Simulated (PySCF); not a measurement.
ReOF3, SMILES [O]=[Re]([F])([F])[F] (connectivity only; charge and spin as stated), neutral, multiplicity 3. Geometry: PBE0-D3(BJ)/def2-SVP. The spin state was assumed, not searched. The def2 effective core potentials stand for the cores of Re; spin–orbit coupling is left out.

Level of theory: PBE0-D3(BJ)/def2-SVP (PySCF 2.14.0).

Harmonic wavenumbers (cm⁻¹): 119, 225, 229, 237, 278, 664, 712, 716, 1086. Rotational constants (GHz): 3.996, 3.425, 2.438; symmetry number 1.

Task: Work out the zero-point energy and the ideal-gas rigid-rotor harmonic-oscillator thermochemistry at 298.15 K and 1 atm.

Result: ZPE = ½ Σ hcν = ½ × 4266 cm⁻¹ = 6.10 kcal/mol. H − E(el) = 10.39 kcal/mol. Entropy in cal/(mol K): translation 42.56, rotation 26.67, vibration 11.28, spin 2.18, total 82.69. G − E(el) = -14.27 kcal/mol. Cp = 19.78 cal/(mol K). Modes under 150 cm⁻¹ make the vibrational entropy uncertain.
